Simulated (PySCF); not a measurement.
C4H7O, SMILES [CH2]C(=O)CC, multiplicity 2. Coordinates come from a PBE0-D3(BJ)/def2-SVP optimisation. The isomer is the one that the SMILES or the coordinates give; other isomers of the formula were not compared. One conformer was computed; it need not be the lowest.

Computed equilibrium geometry at PBE0-D3(BJ)/def2-SVP (PySCF confirms it by a frequency run) as a Z-matrix, and its point group (one conformer of several):
point group Cs.
```
C
H 1 1.1050
H 1 1.1050 2 104.90
C 1 1.5146 2 111.30 3 -120.47
H 4 1.0995 1 110.91 2 179.04
H 4 1.0995 5 106.83 1 -120.98
H 4 1.0995 5 108.47 6 -116.74
C 1 1.5182 2 107.88 3 114.82
O 8 1.2266 1 121.57 2 123.58
C 8 1.4434 9 120.56 1 180.00
H 10 1.0923 8 118.29 9 0.00
H 10 1.0930 11 119.56 8 180.00
```
Charge 0, spin multiplicity 2.
